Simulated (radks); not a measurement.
Cr10+, 14 electrons, occupied as [Ne] 3s2 3p(1/2: 2, 3/2: 0).

All-electron calculation, Dirac Kohn-Sham, relativistic LDA (MacDonald-Vosko exchange, VWN5 correlation), spin-unpolarised, spherical densities, finite nucleus; Fermi nuclear charge, rms radius 3.6452 fm. Program: a radial shooting solver on a logarithmic mesh with Libxc functionals.

Energy parts (eV):
total: -27449.539
kinetic: 27743.107
electron-nucleus: -61920.541
Hartree: 7767.760
exchange-correlation: -1039.864

Orbitals (lengths in bohr, moments of r in powers of bohr; r(max) is where P^2 peaks):
[
 {"orbital": "1s1/2", "occ.": "2", "eigenvalue (eV)": "-6111.179", "<r^2>": "0.005465", "r(max)": "0.04175"},
 {"orbital": "2s1/2", "occ.": "2", "eigenvalue (eV)": "-915.4933", "<r^2>": "0.1006", "r(max)": "0.2436"},
 {"orbital": "2p1/2", "occ.": "2", "eigenvalue (eV)": "-818.3871", "<r^2>": "0.08066", "r(max)": "0.1954"},
 {"orbital": "2p3/2", "occ.": "4", "eigenvalue (eV)": "-809.6586", "<r^2>": "0.08228", "r(max)": "0.1977"},
 {"orbital": "3s1/2", "occ.": "2", "eigenvalue (eV)": "-283.9633", "<r^2>": "0.7080", "r(max)": "0.7243"},
 {"orbital": "3p1/2", "occ.": "2", "eigenvalue (eV)": "-254.8330", "<r^2>": "0.7180", "r(max)": "0.7164"},
 {"orbital": "3p3/2", "occ.": "0", "eigenvalue (eV)": "-253.2592", "<r^2>": "0.7266", "r(max)": "0.7213"}
]

The highest occupied level is 3p1/2 at -254.83 eV. The electron density at the nucleus is 1.138e+04 e/bohr^3. The density falls to 0.001 e/bohr^3 at r = 1.86 bohr. For comparison, the ionisation energy in NIST's Atomic Spectra Database is 270.8 eV (semi-empirical). In exact Kohn-Sham theory the highest level is minus the ionisation energy, but local and semilocal functionals leave it too shallow, through self-interaction and a potential that decays too fast; potentials with the right tail come closer. Summed over all electrons, <r^2> = 3.555 bohr^2, which gives a Langevin (diamagnetic) susceptibility term of -2.82 x 10^-6 cm^3/mol.

Beside tabulated values, note that spin-unpolarised runs miss the spin-polarisation part of the exchange energy of open shells.
